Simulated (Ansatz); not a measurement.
```yaml
atoms:
  - { symbol: Cu, position_ang: [0.0000, 0.0000, -0.7083] }
  - { symbol: Cl, position_ang: [0.0000, 0.0000, 1.2083] }
```

Basis set: cc-pVTZ (spherical functions). Left uncorrelated: 10 orbitals. Charge 0, multiplicity 1.

Computed with Ansatz (development build ahead of 0.2.0); each method stands on the lowest determinant of its kind that the runs found. Restricted open shells among the atoms or ions are ROHF, correlated in semicanonical orbitals with singles.

Q: Give the atomization energy at this shape (free ground-state atoms in the same class of orbitals less the molecule, no zero-point energy) of singlet CuCl by RHF-MP2, RHF.

A:

| method | atomization energy |
| --- | --- |
| RHF-MP2 | 3.70 eV |
| RHF | 2.26 eV |

Caution: the shape is not the minimum.
